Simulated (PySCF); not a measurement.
Molecule: SMILES C1=CC(N)=CC=C1O, C$_{6}$H$_{7}$NO.

Molfile (atoms numbered from 1):
```
C6H7NO
     RDKit          3D

 15 15  0  0  0  0  0  0  0  0999 V2000
   -2.7493   -0.1405    0.5486 N   0  0  0  0  0  0  0  0  0  0  0  0
   -1.3826   -0.1968    0.3021 C   0  0  0  0  0  0  0  0  0  0  0  0
   -0.7179   -1.4274    0.1697 C   0  0  0  0  0  0  0  0  0  0  0  0
    0.6565   -1.4901   -0.0226 C   0  0  0  0  0  0  0  0  0  0  0  0
    1.4194   -0.3215   -0.0895 C   0  0  0  0  0  0  0  0  0  0  0  0
    2.7576   -0.4375   -0.2804 O   0  0  0  0  0  0  0  0  0  0  0  0
    0.7713    0.9076    0.0407 C   0  0  0  0  0  0  0  0  0  0  0  0
   -0.6072    0.9686    0.2332 C   0  0  0  0  0  0  0  0  0  0  0  0
   -3.1985    0.7262    0.2811 H   0  0  0  0  0  0  0  0  0  0  0  0
   -3.2749   -0.9466    0.2349 H   0  0  0  0  0  0  0  0  0  0  0  0
   -1.2932   -2.3559    0.2229 H   0  0  0  0  0  0  0  0  0  0  0  0
    1.1622   -2.4521   -0.1257 H   0  0  0  0  0  0  0  0  0  0  0  0
    3.1476    0.4419   -0.2997 H   0  0  0  0  0  0  0  0  0  0  0  0
    1.3492    1.8360   -0.0100 H   0  0  0  0  0  0  0  0  0  0  0  0
   -1.0897    1.9443    0.3364 H   0  0  0  0  0  0  0  0  0  0  0  0
  1  2  1  0
  2  3  1  0
  3  4  2  0
  4  5  1  0
  5  6  1  0
  5  7  2  0
  7  8  1  0
  8  2  2  0
  1  9  1  0
  1 10  1  0
  3 11  1  0
  4 12  1  0
  6 13  1  0
  7 14  1  0
  8 15  1  0
M  END
```

Geometry PBE0-D3(BJ)/def2-SVP throughout; GIAO in PySCF 2.14, gas phase, one conformer, non-relativistic; equivalent atoms averaged; basis pcSseg-1.

**Question.** How do the absolute shieldings σ depend on the functional? (a selection of nuclei; ppm; last column core-seconds on shared hosts with different chips, so compare them loosely; the GGAs took longer than the global hybrids here, which isn't the general rule, and the cause wasn't traced)

**Answer.** 
```csv
functional,kind,N1,C5,C2,C4/C7,C3/C8,H12/H14,H11/H15,H13,H9/H10,core-s
LDA,LDA,187.5,23.8,34.2,60.3,61.0,24.38,24.47,27.49,28.09,24
PBE,GGA,186.4,28.4,38.5,64.5,65.0,24.85,24.94,28.06,28.53,25
BLYP,GGA,182.7,21.5,31.6,59.1,59.8,25.11,25.20,28.31,28.74,24
KT3,GGA,189.8,39.7,49.3,75.0,75.5,25.11,25.20,28.35,28.68,31
B3LYP,global hybrid,189.8,23.9,32.9,60.2,61.0,24.94,25.05,28.26,28.72,18
PBE0,global hybrid,194.6,30.9,39.8,65.6,66.3,24.70,24.81,28.06,28.56,21
mPW1PW91,global hybrid,193.7,30.0,38.8,64.6,65.4,24.76,24.87,28.11,28.60,16
BHandHLYP,global hybrid,199.0,27.6,35.1,62.1,63.1,24.80,24.92,28.24,28.73,15
CAM-B3LYP,range-separated hybrid,197.0,24.2,32.6,60.0,60.9,24.74,24.86,28.14,28.67,21
LC-wPBE,range-separated hybrid,204.2,30.1,38.4,63.8,64.7,24.56,24.68,28.02,28.66,30
```

**Question.** Which nucleus among those listed moves most, in ppm?

**Answer.** N1 (aniline-type nitrogen): from 182.7 ppm with BLYP to 204.2 ppm with LC-wPBE. The smallest spread is 0.64 ppm, at H9/H10. Proton shifts span only some 12 ppm, so a few tenths of a ppm matter as much there as several ppm in carbon.
